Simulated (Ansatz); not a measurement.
Reaction (formal exchange of groups at the Al–S bond): `C[S][AlH][GeH3]` + CH₄ → `[CH3][AlH][GeH3]` + CH₃SH

Gas-phase electronic energies from Ansatz, PBE0-D4/def2-TZVP geometries. CCSD(T)/CBS is the MP2 limit (def2-TZVPP, def2-QZVPP) plus CCSD(T) − MP2 in def2-TZVPP, frozen cores. This one scheme is used for every species. Functionals use def2-TZVPP. B3LYP here is the variant with VWN-RPA as its local correlation; programs differ in this. For Ge outer-core shells are correlated without core-valence functions, which leaves a few kJ/mol of doubt a bond. Scalar relativity is left out up to krypton. Each species was taken in one conformer, which may not be the lowest.

```csv
level,ΔE (kJ/mol),difference from CCSD(T)/CBS
PBE-D4,126.5,0.8
r2SCAN-D4,128.2,2.5
B3LYP-D4,126.1,0.4
ωB97X-V,121.3,-4.4
ωB97M-V,121.3,-4.4
r2SCAN,127.0,1.3
PBE0,122.3,-3.4
B3LYP,119.3,-6.4
HF/def2-TZVPP,120.0,-5.7
MP2/def2-TZVPP,128.4,2.7
CCSD/def2-TZVPP,121.2,-4.5
CCSD(T)/def2-TZVPP,124.0,-1.7
HF/def2-QZVPP,118.9,-6.8
MP2/def2-QZVPP,129.0,3.3
SCS-MP2/def2-QZVPP,125.5,-0.2
MP2/CBS(def2),130.1,4.4
CCSD(T)/CBS,125.7,0
```

Largest T1 diagnostic among the species: 0.012.

In def2-TZVPP, CCSD(T) changes the Hartree–Fock value by +4.1 kJ/mol (the triples alone add +2.8 kJ/mol) and MP2 by +8.5 kJ/mol. The D4 term adds +6.8 kJ/mol with B3LYP and +3.9 kJ/mol with PBE0; it sums over pairs of atoms, weighted by their polarisabilities, and B3LYP, whose exchange is more repulsive, gets the larger term.
